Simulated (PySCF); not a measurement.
## Molecular orbitals of KI

revPBE at R = 3.079 Å; basis K def2-TZVPP, I def2-TZVPP with ECP28; scalar-relativistic core potentials; PySCF 2.14. State: ¹Σ⁺ (singlet), closed shell. Only the outer orbitals are listed, counted within each symmetry, core potentials removing the inner ones.

| orbital | occ. | ε (eV) | on K (%) | main shells (%) |
| --- | --- | --- | --- | --- |
| 7σ | 2 | -35.56 | 100 | 100 K s |
| 4π | 2 | -19.37 | 100 | 100 K p |
| 4π | 2 | -19.37 | 100 | 100 K p |
| 8σ | 2 | -19.29 | 99 | 99 K p |
| 9σ | 2 | -14.37 | 2 | 98 I s |
| 10σ | 2 | -4.73 | 8 | 92 I p |
| 5π | 2 | -4.39 | 3 | 97 I p |
| 5π | 2 | -4.39 | 3 | 97 I p |
| 11σ | 0 | -2.09 | 97 | 79 K s, 18 K p |
| 6π | 0 | -0.31 | 99 | 88 K p, 12 K d |
| 6π | 0 | -0.31 | 99 | 88 K p, 12 K d |

Which are the highest filled and the lowest empty level, where do they sit, and how wide is the gap?

Highest filled 5π at -4.39 eV (in %: 97 I p); lowest empty 11σ at -2.09 eV (in %: 79 K s, 18 K p); the gap at revPBE is 2.30 eV.

* bond order (Mayer): 0.57
* ⟨S²⟩: 0.000
* charge on K (Mulliken, basis-dependent): 0.70
* charge on K (Löwdin, basis-dependent): 0.36
* dipole moment (positive dipole means K(−)I(+)): -10.69 D

Spin–orbit coupling is left out.
